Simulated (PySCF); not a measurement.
Below is a simulated gas-phase Si 1s photoelectron spectrum of `C(=C)[Si](C=C)([SiH3])C=C` (Si(vinyl)3(SiH3)).

Every computed line was given a Gaussian of 0.7 eV full width at half maximum and an area set by the number of equivalent atoms; the highest printed point is 100. Method used: delta-SCF UKS SCAN, pcX-2 on the ionised atom, pcseg-1 elsewhere, spin-free X2C in PySCF.

(binding energy (eV), intensity): (1844.6, 0), (1844.7, 0), (1844.8, 1), (1844.9, 3), (1845.0, 6), (1845.1, 12), (1845.2, 22), (1845.3, 37), (1845.4, 56), (1845.5, 75), (1845.6, 91), (1845.7, 100), (1845.8, 99), (1845.9, 88), (1846.0, 71), (1846.1, 52), (1846.2, 34), (1846.3, 20), (1846.4, 11), (1846.5, 5), (1846.6, 2), (1846.7, 1), (1846.8, 0)

Task: Count the maxima, the lines and the sites behind this envelope.

Result: The curve has 1 maximum (at 1845.7 eV). Under it lie 2 lines from 2 inequivalent silicon sites. At this width some lines have no maximum of their own.

Task: Decompose the envelope and assign each component. Bonds: Si1–C2, Si1–C7, Si1–C12, Si1–Si17, C2–C3, C7–C8, C12–C13. Hydrogens: H4 on C2; H5, H6 on C3; H9 on C7; H10, H11 on C8; H14 on C12; H15, H16 on C13; H18, H19, H20 on Si17.

Result: 
| position (eV) | relative area | line | atoms | environment |
| --- | --- | --- | --- | --- |
| 1845.65 | 1 | Si 1s | Si1 | silicon bonded to 3 C and Si |
| 1845.83 | 1 | Si 1s | Si17 | silicon bonded to Si and 3 H |

Task: What are the centre and the root-mean-square width of the whole band?

Result: The area-weighted mean of the lines is 1845.74 eV. Their own spread about it is 0.09 eV (rms) and each Gaussian has σ = 0.7/2.355 = 0.30 eV; the variances add, which gives 0.31 eV.

Task: Above which line width would these two lines show one maximum?

Result: Two equal Gaussians merge once their distance is under 2σ = FWHM/1.177. With 0.18 eV between them that is a full width over 0.21 eV.

The 2 Si 1s values lie within 0.18 eV of each other; Gaussian lines of 0.5 eV full width would blend them into one maximum.

No satellites, vibrations or lifetime broadening are included. Geometry: PBE0-D3(BJ)/def2-SVP, one conformer, isolated molecule.

The run took 48 s wall, 2.1 min CPU on 2 threads of an Intel Xeon 6975P-C (shared host), and the process peaked at 1.0 GiB of memory.
